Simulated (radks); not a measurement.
Problem. Pm+, configuration [Xe] 4f4.5 5d0.5 6s1 (fractional occupations, a model configuration). All-electron calculation, non-relativistic Kohn-Sham, PBE, spin-polarised, spherical densities, point nucleus; open shells are filled with parallel spins first (spin-orbit coupling, left out, can overturn this in heavy ions); relativity is left out, which matters for an element this heavy. Program: a radial shooting solver on a logarithmic mesh with Libxc functionals. Some entries of the table are withheld. Estimate them.

| orbital | occ. | eigenvalue (hartree) | r(max) (bohr) | <1/r> (bohr^-1) |
|---|---|---|---|---|
| 1s up | 1 | -1564.737 | 0.01649 | 60.46 |
| 1s down | 1 | -1564.736 | 0.01649 | 60.46 |
| 2s up | 1 | -246.4822 | 0.09053 | 14.01 |
| 2s down | 1 | -246.4801 | 0.09053 | 14.01 |
| 2p up | 3 | -233.8578 | 0.07055 | 14.03 |
| 2p down | 3 | -233.8566 | 0.07055 | 14.03 |
| 3s up | 1 | -53.85613 | 0.2535 | 5.241 |
| 3s down | 1 | -53.79182 | 0.2534 | 5.245 |
| 3p up | 3 | -48.31442 | 0.2406 | 5.177 |
| 3p down | 3 | -48.25555 | 0.2405 | 5.181 |
| 3d up | 5 | -37.98997 | 0.1930 | 5.068 |
| 3d down | 5 | -37.94694 | 0.1929 | 5.072 |
| 4s up | 1 | -10.85700 | 0.5821 | 2.226 |
| 4s down | 1 | -10.71913 | 0.5819 | 2.225 |
| 4p up | 3 | -8.73973 | 0.5896 | 2.132 |
| 4p down | 3 | -8.60181 | 0.5894 | 2.131 |
| 4d up | 5 | -4.99655 | 0.6023 | 1.925 |
| 4d down | 5 | -4.85877 | 0.6021 | 1.924 |
| 5s up | 1 | -1.67378 | 1.354 | 0.8706 |
| 5s down | 1 | -1.59851 | 1.366 | 0.8585 |
| 5p up | 3 | -1.10419 | 1.480 | 0.7676 |
| 5p down | 3 | -1.04022 | 1.497 | 0.7554 |
| 4f up | 4.5 | (1) | (2) | 1.406 |
| 4f down | 0 | (3) | (4) | 1.380 |
| 5d up | 0.5 | -0.32751 | 2.012 | (5) |
| 6s up | 1 | -0.31364 | 3.586 | 0.3112 |
| 5d down | 0 | -0.28156 | 2.037 | (6) |

Solution. 
(1) 4f up eigenvalue (hartree): -0.56288
(2) 4f up r(max) (bohr): 0.6174
(3) 4f down eigenvalue (hartree): -0.43784
(4) 4f down r(max) (bohr): 0.6192
(5) 5d up <1/r> (bohr^-1): 0.4956
(6) 5d down <1/r> (bohr^-1): 0.4901
